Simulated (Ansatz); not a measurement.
Relaxation of CH₇ClOSiSn (12 atoms, charge 0, multiplicity 1), to a largest force component of 0.02 eV/Å in at most 50 steps.

Theory: RKS PBE-D4/def2-SVP (Ansatz).

```xyz
12
Properties=species:S:1:pos:R:3:forces:R:3
O -1.485 1.875 1.844 -3.05 1.62 -0.99
Sn 0.023 1.040 0.982 1.71 0.22 -1.37
Cl 1.354 0.077 2.630 0.21 -0.17 0.45
C -0.584 -0.474 -0.358 -2.56 -0.78 0.44
Si 0.811 -1.289 -1.204 0.72 -0.10 0.84
H -2.112 2.199 1.072 1.44 -0.74 2.04
H 0.976 2.229 0.087 -0.10 -0.16 0.31
H -1.281 -0.017 -1.129 0.36 -0.19 0.57
H -1.218 -1.234 0.259 0.80 0.93 -0.83
H 1.560 -0.262 -1.913 0.55 0.56 -0.58
H 1.673 -1.880 -0.146 0.30 -0.19 0.10
H 0.360 -2.319 -2.091 -0.39 -1.01 -0.98
```

Question: Where does it end, and by what steps?

Answer: The forces met the threshold. The force dipped under the threshold on the way, but the program's further checks kept it going. After 20 steps the energy has fallen by 0.573 eV; H6 moved furthest, 0.95 Å.

```csv
step,energy less start (eV),largest force component (eV/Å),accepted
0,0.0000,3.047,yes
1,-0.4071,0.916,yes
2,-0.4512,0.248,yes
3,-0.4611,0.079,yes
4,-0.4628,0.067,yes
5,-0.4450,1.287,no
6,-0.4671,0.117,yes
7,-0.4680,0.623,yes
8,-0.4941,0.206,yes
9,-0.4999,0.267,yes
10,-0.5409,0.172,yes
11,-0.3008,2.808,no
12,-0.5576,0.109,yes
13,-0.5653,0.118,yes
14,-0.5400,1.023,no
15,-0.5698,0.050,yes
16,-0.5720,0.012,yes
17,-0.5719,0.153,no
18,-0.5724,0.005,yes
19,-0.5725,0.054,yes
20,-0.5726,0.006,yes
```

```xyz
12
Properties=species:S:1:pos:R:3
O -1.506 2.319 1.426
Sn 0.037 1.180 0.840
Cl 0.945 0.126 2.773
C -0.588 -0.450 -0.445
Si 0.855 -1.365 -1.260
H -2.155 1.785 1.924
H 1.168 2.327 0.231
H -1.271 -0.016 -1.205
H -1.172 -1.139 0.199
H 1.634 -0.412 -2.128
H 1.774 -1.912 -0.204
H 0.356 -2.498 -2.117
```

Time of the run: 22 s on 2 threads of AMD EPYC 9R45 96-Core Processor (Zen 5) (shared host), peak memory 0.21 GiB.
